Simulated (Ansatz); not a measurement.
C2H6SSi, SMILES `C1[SiH2]CS1` at its PBE0-D4/def2-TZVP geometry, where that method's forces vanish. Total charge 0; spin multiplicity 1.

```xyz
10

C     1.0938   -0.4902    0.6661
Si   -0.4198    0.6204    0.5543
C    -0.7431   -0.1132   -1.1469
S     0.9784   -0.7429   -1.1458
H     2.0337   -0.0219    0.9556
H     0.9671   -1.4271    1.2104
H    -0.0410    2.0544    0.4688
H    -1.4774    0.4630    1.5933
H    -0.9238    0.5850   -1.9632
H    -1.4678   -0.9274   -1.1927
```

(1) What forces (eV/Å) does B3LYP-D4/def2-TZVPP give on these atoms in Ansatz 0.2.0? (An estimate is asked.)

Results:

(1) Computed: 
```
C1   0.087 -0.004  0.301
Si2 -0.151  0.206  0.196
C3  -0.295  0.074 -0.076
S4   0.331 -0.221 -0.382
H5  -0.056 -0.049 -0.004
H6   0.026  0.065 -0.018
H7  -0.030 -0.088  0.012
H8   0.063  0.010 -0.062
H9  -0.007 -0.059  0.045
H10  0.031  0.064 -0.013
```

B3LYP here is the variant with VWN-RPA as its local correlation; programs differ in this.
